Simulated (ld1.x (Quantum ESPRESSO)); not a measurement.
## Before and after: TM potential for Si

ld1.x (Quantum ESPRESSO) 7.5 input, shortened:

```
&input
   title='Si', zed=14., rel=0, dft='PBE', iswitch=3,
   config='[Ne] 3s2 3p2'
 /
 &inputp
   pseudotype=2, tm=.true., lloc=1,
   nlcc=.true., rcore=0.95
 /
2
3S  1  0   2.00   0.00  1.70  1.70  0.0
3P  2  1   2.00   0.00  1.65  1.65  0.0
 &test
   configts(1)='3s2 3p2'
 /
```

Change: wave 3s (bound): rc 1.70 bohr becomes 3s (bound): rc 2.04 bohr.

Cutoffs: the cutoffs (Ry, on a coarse ladder) from which the occupation-weighted sum of valence levels, in a spherical-Bessel basis at the reference potential, stays within 10 and 1 mRy of its value at 400 Ry; they do not see the model core or the augmentation charge, which bear on the density cutoff. Errors are all-electron minus pseudo energies relative to the spin-unpolarised reference configuration.

Predict the effect on cutoff, ghosts and configuration errors.

The potential gets softer (15 Ry and 40 Ry → 12 Ry and 35 Ry); of the 7 tests that both files solve, the error grows in 3 and shrinks in 1 by more than 15 % and 0.3 meV (median size 2.0 → 3.4 meV); neither file shows a bound ghost. A larger radius leaves more room for a smooth pseudo-wave, so fewer plane waves are needed.

```csv
quantity,base,changed
"cutoff, loose",15 Ry,12 Ry
"cutoff, tight",40 Ry,35 Ry
loose cutoff by channel (10 mRy a level),"s 12 Ry, p 6 Ry","s 10 Ry, p 6 Ry"
bound ghosts,none,none
"error for 3s2 3p1, meV [ΔE 7.75 eV]",+2.0,+2.3
"error for 3s2 3p0, meV [ΔE 23.76 eV]",+12,+15
"error for 3s1 3p0, meV [ΔE 57.66 eV]",+39,+34
"error for 3s1 3p3, meV [ΔE 6.76 eV]",-0.1,-3.4
"error for 3s2 3p1.5, meV [ΔE 2.93 eV]",+0.4,+0.4
"error for 3s0 3p4, meV [ΔE 13.66 eV]",-0.4,-15
"error for 3s1 3p2, meV [ΔE 15.12 eV]",+4.5,+0.8
```
